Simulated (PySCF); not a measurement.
# Spinor energies of Lu (lutetium, neutral)

Start: [Xe] 4f14 5d1 6s2; 5d5/2 filled at m_j = +5/2. Calculated with PySCF 2.14 in x2c-TZVPPall-2c (11s11p10d2f2g, 126 functions): generalised Hartree-Fock with the X2C-1e Hamiltonian and a Gaussian nucleus; one run each with spin-orbit coupling (SO) screened by Boettger's factors, then bare. This is a chosen level, not necessarily the ground level.

| spinor shell | electrons | ε, screened SO (eV) | ε, bare SO (eV) | weight of nominal j (bare SO) | rms radius, bare SO (bohr) |
| --- | --- | --- | --- | --- | --- |
| 1s1/2 | 2 | -63633.0 | -63631.8 | 1.000 | 0.0219 |
| 2s1/2 | 2 | -10964.7 | -10964.4 | 1.000 | 0.0885 |
| 2p1/2 | 2 | -10445.6 | -10472.7 | 1.000 | 0.0752 |
| 3s1/2 | 2 | -2542.6 | -2542.5 | 1.000 | 0.227 |
| 3p1/2 | 2 | -2313.1 | -2318.9 | 1.000 | 0.218 |
| 3p3/2 | 4 | -2069.1 | -2067.1 | 1.000 | 0.233 |
| 3d3/2 | 4 | -1684.0 | -1689.4 | 1.000 | 0.206 |
| 3d5/2 | 6 | -1631.2 | -1627.8 | 1.000 | 0.210 |
| 4s1/2 | 2 | -535.45 | -535.46 | 1.000 | 0.509 |
| 4p1/2 | 2 | -440.61 | -442.00 | 1.000 | 0.519 |
| 4p3/2 | 4 | -384.61 | -384.16 | 1.000 | 0.552 |
| 4d3/2 | 4 | -228.16 | -229.27 | 1.000 | 0.584 |
| 4d5/2 | 6 | -217.64 | -216.99 | 1.000 | 0.598 |
| 5s1/2 | 2 | -73.550 | -73.568 | 1.000 | 1.27 |
| 5p1/2 | 2 | -44.124 | -44.313 | 0.999 | 1.42 |
| 5p3/2 | 4 | -37.113 | -37.074 | 0.999 | 1.55 |
| 4f5/2 | 6 | -23.267 | -23.891 | 1.000 | 0.788 |
| 4f7/2 | 8 | -21.716 | -21.287 | 1.000 | 0.808 |
| 6s1/2 | 2 | -6.142 | -6.147 | 0.984 | 4.13 |
| 5d5/2 | 1 | -5.073 | -5.056 | 1.000 | 3.16 |

Question: Where does 2p3/2 lie, and what is the 2p spin-orbit splitting (bare SO)?

Answer: At -9313.4 eV, 1159.2 eV above 2p1/2.

| quantity | screened SO | bare SO |
| --- | --- | --- |
| E (hartree) | -14566.82285 | -14567.79583 |
| M_J | 5/2 | 5/2 |
| ⟨J²⟩ | 8.999 | 8.999 |
| ⟨L²⟩ | 6.308 | 6.320 |
| ⟨S²⟩ | 0.921 | 0.932 |

Each row is a mean over spinors that exchange with the open shell spreads, by up to 2.021 eV (5p3/2).

⟨J²⟩ departs a little from M_J(M_J + 1) because the unrestricted spinors polarise the closed shells.

Breit and QED terms are absent; they matter most for the inner s and p1/2 levels.

Densities and radii are taken from the X2C orbitals without a picture-change correction, which distorts them close to the nucleus.
